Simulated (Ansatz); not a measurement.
Computed with Ansatz on PBE0-D4/def2-TZVP structures; ΔE is electronic, products minus reactants. CBS: MP2 limit from def2 TZ/QZ plus the TZ coupled-cluster correction, frozen cores. One conformer a species, not always the lowest.

`O[SiH](Cl)[Si](O)(O)O` + `N[SiH](F)Cl` → `N[Si](O)(O)O` + `O[Si@H](Cl)[Si@H](F)Cl`  (redistribution)

```tsv
species	MP2/CBS(def2) energy (Eh)
`O[SiH](Cl)[Si](O)(O)O`	-1341.82415
`N[SiH](F)Cl`	-905.25648
`N[Si](O)(O)O`	-572.47002
`O[Si@H](Cl)[Si@H](F)Cl`	-1674.60848
```

(1) Work out ΔE.

Largest T1 diagnostic among the species: 0.012.

Answers

(1) ΔE = (-572.47002) + (-1674.60848) − (-1341.82415) − (-905.25648) = 0.00213 Eh = +1.3 kcal/mol. CCSD(T)/CBS gives +1.0 kcal/mol.
